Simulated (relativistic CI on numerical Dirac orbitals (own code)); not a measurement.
**Level scheme of Ti7+**

These numbers are calculated, not measured: Dirac-Coulomb-Breit CI, separate exchange-only KLI orbitals for each configuration, model QED, valence Slater integrals scaled by 0.9, P86 correlation estimate, and configurations built on the next ion tied to the tabulated ionisation energy (semi-empirical) (own radial code, finite nucleus).

Configurations in the expansion (outside the closed core [Ne]): 3s2.3p3, 3s2.3p2.3d, 3s2.3p2.4s, 3s2.3p2.4p, 3s2.3p2.4d, 3s2.3p2.5s, 3s2.3p2.4f, 3s.3p4, 3p5, 3s2.3p.3d2, 3s.3p3.3d, 3p3.3d2, 3p4.3d, 3s.3p2.3d2, 3s2.3p.3d.4s, 3s2.3p.3d.4p, 3p4.4s, 3p4.4p, 3s.3p3.4s, 3s.3p2.3d.4s, 3s.3p3.4p, 3s.3p2.3d.4p, 3s2.3p.4s2, 3s2.3p2.5p. Levels of other configurations are missing.

The lowest level is 3s2.3p3 4S°_3/2, with 96 % of that term; Hund's rules for 3s2.3p3 give 4S° with J = 3/2, in agreement.

| No. | Configuration | Term | J | E (cm⁻¹) | % | Next component (%) | Lifetime (s) |
| --- | --- | --- | --- | --- | --- | --- | --- |
| 1 | 3s2.3p3 | 4S° | 3/2 | 0 | 96 | 2 3s.3p3.3d 4S° |  |
| 2 | 3s2.3p3 | 2D° | 3/2 | 31945 | 92 | 5 2P° | 4.03e-01 |
| 3 | 3s2.3p3 | 2D° | 5/2 | 33047 | 97 | 2 3s.3p3.3d 2D° | 1.10e+01 |
| 4 | 3s2.3p3 | 2P° | 1/2 | 53032 | 96 | 1 3p5 2P° | 3.61e-02 |
| 5 | 3s2.3p3 | 2P° | 3/2 | 54515 | 90 | 5 2D° | 1.48e-02 |
| 6 | 3s.3p4(3P)‡ | 4P | 5/2 | 197999 | 88 | 10 3s2.3p2.3d 4P | 1.06e-09 |
| 7 | 3s.3p4(3P)‡ | 4P | 3/2 | 201605 | 88 | 10 3s2.3p2.3d 4P | 1.02e-09 |
| 8 | 3s.3p4(3P)‡ | 4P | 1/2 | 203446 | 88 | 10 3s2.3p2.3d 4P | 9.90e-10 |
| 9 | 3s.3p4(1D)‡ | 2D | 3/2 | 244974 | 77 | 20 3s2.3p2.3d 2D | 4.69e-10 |
| 10 | 3s.3p4(1D)‡ | 2D | 5/2 | 245420 | 77 | 20 3s2.3p2.3d 2D | 4.94e-10 |
| 11 | 3p2(3P).3d | 2P | 3/2 | 280760 | 53 | 44 3s.3p4 2P | 1.87e-10 |
| 12 | 3p2(3P).3d | 2P | 1/2 | 283586 | 43 | 38 3s.3p4 2P | 1.76e-10 |
| 13 | 3s.3p4(1S)‡ | 2S | 1/2 | 291279 | 67 | 14 3s2.3p2.3d 2S | 1.90e-10 |
| 14 | 3p2(3P).3d | 4F | 3/2 | 309929 | 96 | 2 3s.3p2.3d2 4F | 3.34e-08 |
| 15 | 3p2(3P).3d | 4F | 5/2 | 311252 | 95 | 3 4D | 5.38e-08 |
| 16 | 3p2(3P).3d | 4F | 7/2 | 313204 | 95 | 3 4D | 1.44e-07 |
| 17 | 3p2(3P).3d | 4F | 9/2 | 315798 | 97 | 2 3s.3p2.3d2 4F | 2.95e-02 |
| 18 | 3p2(1D).3d | 2F | 5/2 | 319844 | 58 | 38 4D | 2.91e-08 |
| 19 | 3p2(3P).3d | 4D | 1/2 | 320276 | 97 | 2 3s.3p2.3d2 4D | 8.84e-09 |
| 20 | 3p2(3P).3d | 4D | 3/2 | 320722 | 95 | 2 3s.3p2.3d2 4D | 8.70e-09 |
| 21 | 3p2(3P).3d | 4D | 7/2 | 320824 | 61 | 35 2F | 1.36e-07 |
| 22 | 3p2(3P).3d | 4D | 5/2 | 322730 | 55 | 40 2F | 1.55e-08 |
| 23 | 3p2(1D).3d | 2F | 7/2 | 326668 | 62 | 33 4D | 3.38e-06 |
| 24 | 3p2(1D).3d | 2G | 7/2 | 356981 | 97 | 1 3s.3p2.3d2 2G | 1.91e-08 |
| 25 | 3p2(1D).3d | 2G | 9/2 | 357755 | 97 | 1 3s.3p2.3d2 2G | 2.42e-02 |
| 26 | 3p2(1D).3d | 2P | 3/2 | 365228 | 49 | 46 3s.3p4 2P | 2.09e-11 |
| 27 | 3p2(1D).3d | 2P | 1/2 | 369886 | 50 | 45 3s.3p4 2P | 2.09e-11 |
| 28 | 3p2(3P).3d | 4P | 5/2 | 372979 | 86 | 9 3s.3p4 4P | 1.57e-11 |
| 29 | 3p2(3P).3d | 4P | 3/2 | 374853 | 86 | 9 3s.3p4 4P | 1.54e-11 |
| 30 | 3p2(3P).3d | 4P | 1/2 | 375890 | 86 | 10 3s.3p4 4P | 1.52e-11 |
| 31 | 3p2(1S).3d | 2D | 3/2 | 381318 | 92 | 2 3s.3p4 2D | 1.32e-10 |
| 32 | 3p2(1S).3d | 2D | 5/2 | 386294 | 92 | 3 3s.3p4 2D | 8.96e-11 |
| 33 | 3p2(1D).3d | 2D | 5/2 | 401042 | 82 | 14 3s.3p4 2D | 2.04e-11 |
| 34 | 3p2(1D).3d | 2D | 3/2 | 401598 | 80 | 16 3s.3p4 2D | 1.81e-11 |
| 35 | 3p2(1D).3d | 2S | 1/2 | 414347 | 67 | 14 2P | 2.17e-11 |
| 36 | 3p2(1D).3d | 2P | 1/2 | 417659 | 77 | 11 2S | 1.88e-11 |
| 37 | 3p2(1D).3d | 2P | 3/2 | 419579 | 91 | 5 3s.3p4 2P | 1.90e-11 |
| 38 | 3p2(3P).3d | 2F | 5/2 | 422002 | 92 | 4 2D | 1.25e-11 |
| 39 | 3p2(3P).3d | 2F | 7/2 | 422955 | 97 | 2 3s.3p2.3d2 2F | 1.25e-11 |
| 40 | 3p2(3P).3d | 2D | 5/2 | 439414 | 90 | 5 2F | 1.40e-11 |
| 41 | 3p2(3P).3d | 2D | 3/2 | 441038 | 95 | 2 3p4.3d 2D | 1.41e-11 |
| 42 | 3s.3p3(4S°)<5S°>.3d‡ | 6D° | 1/2 | 452305 | 100 |  | 1.27e-07 |
| 43 | 3s.3p3(4S°)<5S°>.3d‡ | 6D° | 3/2 | 452371 | 100 |  | 1.47e-07 |
| 44 | 3s.3p3(4S°)<5S°>.3d‡ | 6D° | 5/2 | 452480 | 100 |  | 2.04e-07 |
| 45 | 3s.3p3(4S°)<5S°>.3d‡ | 6D° | 7/2 | 452638 | 100 |  | 3.65e-07 |
| 46 | 3s.3p3(4S°)<5S°>.3d‡ | 6D° | 9/2 | 452865 | 100 |  | 5.77e-07 |
| 47 | 3p5‡ | 2P° | 3/2 | 464077 | 58 | 37 3s.3p3.3d 2P° | 2.00e-10 |
| 48 | 3p5‡ | 2P° | 1/2 | 469723 | 57 | 38 3s.3p3.3d 2P° | 2.03e-10 |
| 49 | 3s.3p3(2D°)<3D°>.3d‡ | 4D° | 7/2 | 491920 | 93 | 5 3s2.3p.3d2 4D° | 3.89e-09 |
| 50 | 3s.3p3(2D°)<3D°>.3d‡ | 4D° | 5/2 | 491994 | 92 | 5 3s2.3p.3d2 4D° | 3.44e-09 |
| 51 | 3s.3p3(2D°)<3D°>.3d‡ | 4D° | 3/2 | 492332 | 93 | 5 3s2.3p.3d2 4D° | 3.34e-09 |
| 52 | 3s.3p3(2D°)<3D°>.3d‡ | 4D° | 1/2 | 492680 | 94 | 5 3s2.3p.3d2 4D° | 3.37e-09 |
| 53 | 3s.3p3(2D°)<3D°>.3d‡ | 4F° | 3/2 | 501264 | 89 | 9 3s2.3p.3d2 4F° | 1.24e-09 |
| 54 | 3s.3p3(2D°)<3D°>.3d‡ | 4F° | 5/2 | 502064 | 88 | 9 3s2.3p.3d2 4F° | 1.27e-09 |
| 55 | 3s.3p3(2D°)<3D°>.3d‡ | 4F° | 7/2 | 503114 | 89 | 9 3s2.3p.3d2 4F° | 1.30e-09 |
| 56 | 3s.3p3(2D°)<3D°>.3d‡ | 4F° | 9/2 | 504448 | 90 | 9 3s2.3p.3d2 4F° | 1.34e-09 |
| 57 | 3s.3p3(2D°)<3D°>.3d‡ | 2S° | 1/2 | 522248 | 84 | 14 3s2.3p.3d2 2S° | 5.85e-10 |
| 58 | 3s.3p3(2D°)<3D°>.3d‡ | 4G° | 5/2 | 529071 | 92 | 6 3s2.3p.3d2 4G° | 4.23e-10 |
| 59 | 3s.3p3(2D°)<3D°>.3d‡ | 4G° | 7/2 | 529349 | 92 | 6 3s2.3p.3d2 4G° | 4.27e-10 |
| 60 | 3s.3p3(2D°)<3D°>.3d‡ | 4G° | 9/2 | 529730 | 92 | 6 3s2.3p.3d2 4G° | 4.35e-10 |
| 61 | 3s.3p3(2D°)<3D°>.3d‡ | 4G° | 11/2 | 530234 | 93 | 6 3s2.3p.3d2 4G° | 4.47e-10 |
| 62 | 3s.3p3(2D°)<3D°>.3d‡ | 2G° | 7/2 | 549938 | 88 | 11 3s2.3p.3d2 2G° | 9.23e-10 |
| 63 | 3s.3p3(2D°)<3D°>.3d‡ | 2G° | 9/2 | 549984 | 87 | 10 3s2.3p.3d2 2G° | 9.30e-10 |
| 64 | 3s.3p3(2P°)<3P°>.3d‡ | 4D° | 1/2 | 553146 | 83 | 8 3s2.3p.3d2 4D° | 2.10e-10 |
| 65 | 3s.3p3(2P°)<3P°>.3d‡ | 4P° | 1/2 | 553840 | 81 | 9 3s2.3p.3d2 4P° | 3.04e-10 |
| 66 | 3s.3p3(2P°)<3P°>.3d‡ | 4D° | 3/2 | 553917 | 61 | 25 4P° | 1.99e-10 |
| 67 | 3s.3p3(2P°)<3P°>.3d‡ | 4P° | 3/2 | 555029 | 62 | 27 4D° | 2.29e-10 |
| 68 | 3s.3p3(2P°)<3P°>.3d‡ | 4D° | 5/2 | 555396 | 55 | 24 4P° | 1.76e-10 |
| 69 | 3s.3p3(2P°)<3P°>.3d‡ | 4P° | 5/2 | 557440 | 57 | 31 4D° | 1.88e-10 |
| 70 | 3s.3p3(2P°)<3P°>.3d‡ | 4D° | 7/2 | 558948 | 90 | 8 3s2.3p.3d2 4D° | 2.02e-10 |

Energies count from the lowest computed level; ° marks odd parity; lifetimes are radiative, by E1, M1, E2 decay to levels of this space only. Percentages are summed over parent terms; the parents shown are those of the largest component, closed shells are left out there, and <> holds an intermediate term. ‡ marks configurations that were not tied to measured data.

The mean weight of the leading LS term, summed over parents, in these 70 levels is 83 %, and that of the leading jj configuration (from the same eigenvectors) 49 %, so LS coupling describes them better.

Configurations that consist of the next ion and one excited electron were tied to the tabulated ionisation energy; Rydberg ones are usually within 1,000 to 3,000 cm⁻¹ and the lowest ones within about 6,000 (9,000 in d shells), while levels on excited terms of the next ion carry the error of that term, and the other configurations can be misplaced by 10,000 cm⁻¹ or more. Rates follow the energies as ν³ (E1, M1) or ν⁵ (E2), so rates, branching and lifetimes can be off by large factors. 9 of the 9 excited levels that our extract of the measured tables holds in this range could be paired (the sources list more); they are missed by 2046 cm⁻¹ on average and 3525 at most, and levels without a partner can miss by more. Some levels of the ground configuration have no partner and can miss by 10 % or more.

LS names give the leading component of a level, which can be under half, so a name can repeat, a term be missing and a line seem to break the LS rules.
